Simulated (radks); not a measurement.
Cr I, 24 electrons, occupied as [Ar] 3d5 4s1. Method: scalar-relativistic Kohn-Sham, PBE, spin-polarised, spherical densities, finite nucleus; open shells are filled with parallel spins first; Fermi nuclear charge, rms radius 3.6452 fm; hard spherical wall at 5 bohr; computed with a radial shooting solver on a logarithmic mesh with Libxc functionals. Some entries of the table are withheld. Estimate them.

orbital  occ.  eigenvalue (hartree)  r(max) (bohr)
1s up       1             -215.9663        0.04161
1s down     1             -215.9657        0.04161
2s up       1             -24.39039         0.2435
2s down     1             -24.33181         0.2434
2p up       3             -20.47203         0.1978
2p down     3             -20.42712         0.1976
3s up       1              -2.65121         0.7772
3s down     1              -2.48774         0.7775
3p up       3              -1.60403         0.7989
3p down     3              -1.44158         0.7993
4s up       1              -0.05359          2.528
3d up       5              -0.04805         0.8441
4s down     0               0.07144          2.541
3d down     0               0.10633         0.8509
4p up       0               0.14357          2.845
4p down     0               0.26642          2.853
4d up       0               0.50928          3.354
4d down     0               0.63706          3.383
5s up       0               0.82477            (1)
5s down     0               0.95033            (2)

Answer. 
(1) 5s up r(max) (bohr): 3.862
(2) 5s down r(max) (bohr): 3.872
